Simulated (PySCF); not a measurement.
Level of theory: PBE-D3(BJ)/def2-TZVP run with PySCF. Isolated molecules, 0 K electronic values unless said otherwise. 

Reference species (SMILES): `[Ge]([F])([F])([SH])[F]` (neutral, multiplicity 1).

```json
{
 "LUMO": "-2.82 eV",
 "S1 oscillator strength": "0.008",
 "HOMO–LUMO gap": "4.74 eV"
}
```

Changed species: `[F][Ge]([F])([F])[F]` (0 of 4 F replaced by SH; the reference has 1 of 4 F replaced by SH).

Problem. What does the change do to the LUMO, S1 oscillator strength and HOMO–LUMO gap?

Solution. the LUMO falls by 0.48 eV, to -3.30 eV; the S1 oscillator strength is nearly the same; the HOMO–LUMO gap rises by 2.42 eV, to 7.16 eV.
